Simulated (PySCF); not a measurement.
```xyz
7

C      1.6997    -0.1815    -0.4263
C      0.5335    -0.2090    -0.1005
C     -0.7851    -0.3174     0.2974
O     -1.6639     0.6010     0.1727
H      2.7308    -0.1441    -0.7197
H     -1.1641    -1.2289     0.7580
H     -1.3306     1.4261    -0.2411
```

Charge 1, multiplicity 1.

Give the Mulliken and meta-Löwdin atomic charges from PySCF 2.14.0 with TPSSh-D3(BJ)/def2-TZVP.


```
atom  Mulliken (e)  meta-Löwdin (e)
----  ------------  ---------------
C1            0.15             0.10
C2           -0.05            -0.07
C3            0.15             0.33
O4           -0.15            -0.23
H5            0.26             0.24
H6            0.24             0.22
H7            0.39             0.41
```
